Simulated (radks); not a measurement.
Task: These are the eigenvalues of the occupied orbitals of an atom or ion with whole-number occupations (hartree). Method: scalar-relativistic Kohn-Sham, PBEsol, spin-polarised, spherical densities, finite nucleus; Fermi nuclear charge, rms radius of each element as measured or else 0.836 A^(1/3) + 0.57 fm; computed with a radial shooting solver on a logarithmic mesh with Libxc functionals.

| orbital | eigenvalue |
|---|---|
| 1s down | -1020.309 |
| 1s up | -1020.309 |
| 2s down | -153.5855 |
| 2s up | -153.5854 |
| 2p down | -137.9793 |
| 2p up | -137.9792 |
| 3s down | -29.90289 |
| 3s up | -29.90287 |
| 3p down | -24.79186 |
| 3p up | -24.79183 |
| 3d down | -16.84862 |
| 3d up | -16.84856 |
| 4s up | -5.33814 |
| 4s down | -5.33808 |
| 4p up | -3.81351 |
| 4p down | -3.81330 |
| 4d up | -1.61745 |
| 4d down | -1.61627 |
| 5f up | -0.16544 |

Which element is it, and in what charge state? The configuration may be excited. Open shells, if any, are filled with parallel spins first.

Result: Z = 49, indium, charge +2: In2+ in [Kr] 4d10 5f1. The list shows which subshells hold electrons but not how many an open one holds; the 1s level, -1020.3 hartree, gives Z - s = 45.2 by -(Z - s)^2/2, which with screening and relativity narrows Z to a few neighbours, and the depths of the outer levels then fix element, charge and occupations together.
